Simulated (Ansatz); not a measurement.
Frontier orbitals of `N[AsH]CO`.

```xyz
10

N    -0.8357   -0.6077    1.6125
As   -0.8940    0.7509    0.3610
C     0.6635    0.3286   -0.8025
O     0.3747   -0.7094   -1.7103
H     0.0937   -0.9613    1.8010
H    -1.4228   -1.3791    1.3268
H    -0.1116    1.7669    1.1902
H     0.9777    1.2529   -1.3071
H     1.4959   -0.0171   -0.1867
H    -0.3413   -0.4246   -2.2847
```

The species carries charge 0 and has multiplicity 1. Correlated methods include outer-core shells of As, which these sets cover unevenly. Scalar relativity is left out up to krypton. All single points use the PBE0-D4/def2-TZVP geometry. It is one conformer, not always the lowest. Basis def2-TZVPP, Ansatz.

Orbital energies of one run (eV). Highest occupied ones, from the top: -6.47, -6.92, -8.13, -9.20, -10.42, -11.45, -12.02, -13.18, -13.86, -16.10, -19.07, -23.46, -28.50, -44.73. Empty: -0.13, 0.13, 1.34, 1.38, 1.77, 2.41.

Task: Which functional gave them?
A. B97M-V
B. HSE06 (plane-wave form)
C. ωB97X-V
D. LC-ωPBE

Result: B. HOMO energies: HSE06 -6.47, B97M-V -5.94, LC-ωPBE -9.52, ωB97X-V -9.19 eV.

LC-ωPBE has ω = 0.4 bohr⁻¹.
